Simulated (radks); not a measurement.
Valence configurations of Ga I (all share [Ar]). Method: Dirac Kohn-Sham, LDA (Slater exchange, Perdew-Wang correlation), spin-unpolarised, spherical densities, point nucleus; open shells are shared between the two j in proportion to 2j + 1; computed with a radial shooting solver on a logarithmic mesh with Libxc functionals. Energies are relative to 3d10 4s2 4p1; eigenvalues in eV.

valence,E (eV),e(3d3/2),e(3d5/2),e(4p1/2),e(4p3/2),e(4s1/2)
3d10 4s2 4p1,0.000,-19.681,-19.218,-2.815,-2.693,-9.169
3d10 4s1.5 4p1.5,3.263,-20.644,-20.180,-3.220,-3.089,-9.746
3d10 4s1 4p2,6.612,-21.547,-21.083,-3.589,-3.449,-10.275
3d9.5 4s2 4p1.5,9.255,-24.066,-23.585,-3.496,-3.346,-10.390
3d10 4p3,13.542,-23.220,-22.754,-4.252,-4.095,-
3d9 4s2 4p2,20.411,-28.603,-28.105,-4.151,-3.974,-11.552
3d9 4s1 4p3,28.067,-30.244,-29.745,-4.813,-4.618,-12.470
3d8.5 4s2 4p2.5,33.554,-33.294,-32.779,-4.792,-4.586,-12.672
3d8.5 4s1 4p3.5,41.694,-34.853,-34.337,-5.417,-5.195,-13.526
3d8 4s2 4p3,48.767,-38.135,-37.602,-5.425,-5.189,-13.759

NIST lists [Ar] 3d10 4s2 4p1 as the ground configuration; this level of theory agrees among the configurations tried. The energies are those of spherical spin-averaged densities, not of single terms.
